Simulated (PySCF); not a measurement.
**Question.** What does the PBE0-D3(BJ)/def2-SVP structure of InChI=1S/C5H8N2/c1-7(2)5-3-4-6/h3,5H,1-2H3/b5-3+ look like in three dimensions?

**Answer.** 
```
atom  x, y, z in Å
C1    -0.8048    1.2430    0.2062
N2    -0.3233   -0.1074    0.0888
C3    -1.2981   -1.1622   -0.0240
C4     0.9798   -0.3385   -0.1811
C5     1.9575    0.5976   -0.3387
C6     3.2990    0.2078   -0.5697
N7     4.4030   -0.1016   -0.7654
H8    -0.8268    1.7658   -0.7685
H9    -0.1621    1.8214    0.8885
H10   -1.8221    1.2360    0.6200
H11   -0.7933   -2.1375   -0.0068
H12   -2.0061   -1.1298    0.8197
H13   -1.8796   -1.0957   -0.9624
H14    1.2475   -1.3964   -0.2657
H15    1.7510    1.6690   -0.2996
```

Any rigid rotation of these coordinates is as good. Atoms count from 1 in this order. Of the pairs four or more bonds apart, C1···H15 is among the closest relative to their van der Waals radii: 2.64 Å, 91 % of the sum of Bondi's values. N2 (enamine nitrogen) is almost planar (angles 120.8°, 120.0° and 117.9°, sum 358.6°, 0.10 Å off the plane of its three neighbours). The C–C distances run from 1.363 Å (C4=C5, drawn double) to 1.416 Å (C5–C6, drawn single), a spread of 0.053 Å. The C–N distances run from 1.163 Å (C6≡N7, drawn triple) to 1.441 Å (N2–C3, drawn single), a spread of 0.278 Å.

Bonds between heavy atoms (Å): C1–N2 1.438, N2–C3 1.441, N2–C4 1.351, C4=C5 1.363, C5–C6 1.416, C6≡N7 1.163.

The calculation used PySCF, PBE0-D3(BJ)/def2-SVP geometry optimisation, gas phase.

PBE0-D3(BJ)/def2-SVP frequencies: not computed here.
